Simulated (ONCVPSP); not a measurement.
Potentials for vanadium compared

Generated with ld1.x 7.5 (TM, RRKJ, ultrasoft, PAW), atompaw 4.2 or ONCVPSP 4.0.1. The cutoff is in Ry: for ld1.x and atompaw files where the sum of valence levels is converged to 10 mRy in a Bessel basis, for ONCV files where the hardest occupied wave has 1 mHa per electron of residual kinetic energy. The error is the largest all-electron minus pseudo excitation energy over each file’s own four to seven test configurations (ionisations up to +4, promotions, holes and added fractions of an electron), all of which were solved. The labels leave out finer settings (local radius, basis sizes, second energies), which also bear on the numbers. Spin-polarised tests are not counted. The rows are a selection from randomly drawn settings: files with unsolved tests, undetermined cutoffs or missed reference levels are left out.

A true bound ghost makes a file unfit for plane-wave use even where its test errors are small: the radial tests pick states by their node count and pass the ghost by.

| potential | cutoff (Ry) | largest error (meV) | bound ghosts |
| --- | --- | --- | --- |
| ONCV, PBE, scalar-relativistic, rc 2.50/2.75/2.30 (spd), local smoothed, core correction yes, reference 3d3 4s2, qcut 2.8/3.2/7.4, projectors 3/1/2 | 39 | -50 | none |
| ONCV, PBE, scalar-relativistic, rc 1.50/1.65/1.45 (spd), local smoothed, core correction yes, reference 3s2 3p6 3d3 4s0.5, qcut 6.7/10.1/12.5, projectors 2/2/2 | 99 | +161 | none |
| ONCV, PBE, scalar-relativistic, rc 1.85/1.40/1.20 (spd), local smoothed, core correction yes, reference 3s2 3p6 3d3 4s2, qcut 5.3/9.5/15.5, projectors 2/1/1 | 142 | -283 | none |
| ONCV, PBE, scalar-relativistic, rc 1.10/1.30/1.75 (spd), local smoothed, core correction yes, reference 3s2 3p6 3d2, qcut 10.8/9.4/10.6, projectors 2/2/1 | 84 | +43 | none |
| ONCV, PBE, scalar-relativistic, rc 1.40/1.90/2.25 (spd), local smoothed, core correction yes, reference 3s2 3p6 3d3 4s1.5 4p0.5, qcut 6.7/8.5/7.8, projectors 2/2/2 | 43 | -411 | none |
| ONCV, LDA (Perdew-Wang 92), non-relativistic, rc 1.40/1.40/1.25 (spd), local d, core correction no, reference 3s2 3p6 3d3 4s2, qcut 9.1/9.8/15.3, projectors 2/2/0 | 136 | -37 | none |
| ONCV, LDA (Perdew-Wang 92), scalar-relativistic, rc 2.00/1.50/1.50 (spd), local smoothed, core correction yes, reference 3p6 3d3 4s1.5 4p0.5, qcut 2.6/9.2/9.2, projectors 1/3/2 | 72 | -65 | none |
| ONCV, PBE, scalar-relativistic, rc 1.75/1.90/1.15 (spd), local d, core correction yes, reference 3s2 3p6 3d3 4s1.5 4p0.5, qcut 7.9/8.3/10, projectors 2/2/0 | 100 | -172 | none |

(1) Fill in the row for V: ONCV, PBEsol, scalar-relativistic, rc 3.00/2.35/2.00 (spd), local smoothed, core correction yes, reference 3d3 4s2, qcut 2.4/4.1/8.7, projectors 2/3/2.

## Answers

(1) cutoff 52 Ry, largest error +132 meV, bound ghosts: p.
